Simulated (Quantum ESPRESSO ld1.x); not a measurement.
Values are calculated unless marked as measured or tabulated.
Problem. These are the eigenvalues of the occupied orbitals of an atom or ion with whole-number occupations (hartree). Code: ld1.x of Quantum ESPRESSO 7.5. Model: Dirac Kohn-Sham, BLYP, spin-unpolarised, spherical densities, point nucleus.

orbital  eigenvalue
1s1/2      -2472.71
2s1/2      -424.533
2p1/2      -405.701
2p3/2      -359.003
3s1/2      -97.2212
3p1/2      -88.8589
3p3/2      -78.8063
3d3/2      -64.6982
3d5/2      -62.5088
4s1/2      -19.7941
4p1/2      -16.3487
4p3/2      -14.0323
4d3/2      -8.37474
4d5/2      -7.94934
5s1/2      -2.65535
5p1/2      -1.65871
5p3/2      -1.33735
4f5/2      -0.92103
4f7/2      -0.84820
6s1/2      -0.19202
5d3/2      -0.13229

Which element is it, and in what charge state? The configuration may be excited. Open shells, if any, fill j = l - 1/2 first.

Solution. Z = 73, tantalum, charge 0: Ta in [Xe] 4f14 5d3 6s2. The list shows which subshells hold electrons but not how many an open one holds; the 1s level, -2472.7 hartree, gives Z - s = 70.3 by -(Z - s)^2/2, which with screening and relativity narrows Z to a few neighbours, and the depths of the outer levels then fix element, charge and occupations together.
